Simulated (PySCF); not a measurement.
Bonds (- single, = double, # triple, : aromatic): C1#C2, C2-C3, C3:C4, C4:C5, C5-Si6, C5:C7, C7:C8, C8:P9, P9:C3. C1 carries H10; C4 carries H11; Si6 carries H12, H13, H14; C7 carries H15; C8 carries H16.

Theoretical values (PySCF 2.14): geometry: GFN2-xTB, NMR shieldings at PBE0/pcSseg-1/GIAO. A single conformation, no solvent, one averaged value for each set of equivalent atoms, non-relativistic Hamiltonian.

References, each an isolated molecule treated in the same way: TMS for ¹³C.

Q: Do the ¹³C shifts follow the atomic charges (in e)? Tabulate both.

A: 
```tsv
atoms	hybridisation	δ (ppm)	σ para (ppm)	Hirshfeld	IAO	Mulliken	ESP-fitted
C8	sp2	163.8	-239	-0.10	-0.38	-0.37	+0.04
C3	sp2	159.2	-241	-0.05	-0.23	-0.61	+0.46
C4	sp2	152.0	-219	-0.03	-0.11	+0.07	-0.50
C7	sp2	142.8	-208	-0.04	-0.12	-0.03	-0.44
C5	sp2	137.2	-211	-0.08	-0.26	-0.41	+0.20
C1	sp	96.8	-169	-0.10	-0.23	-0.36	-0.34
C2	sp	90.6	-149	-0.05	-0.02	+0.46	-0.15
```

Correlation coefficients of δ with charge over these carbons: Hirshfeld +0.17, IAO -0.50, Mulliken -0.50, ESP-fitted +0.33; with the paramagnetic shielding -0.98. Among the 5 sp2 carbons alone: Hirshfeld -0.20, IAO -0.44, Mulliken -0.30, ESP-fitted +0.25. With so few points, grouped by hybridisation, these coefficients are fragile. Charge is one influence among several: hybridisation and low-lying excitations act through the paramagnetic term.

Shifts are as computed. Against solution values, carbons near 30 ppm lie about +3 ppm off and those near 130 ppm about +5 ppm. Of 1211 compounds with measured shifts, 218 miss one by over three times the rms of a fit or turn the order of signals round; such compounds aren't used in these exercises.
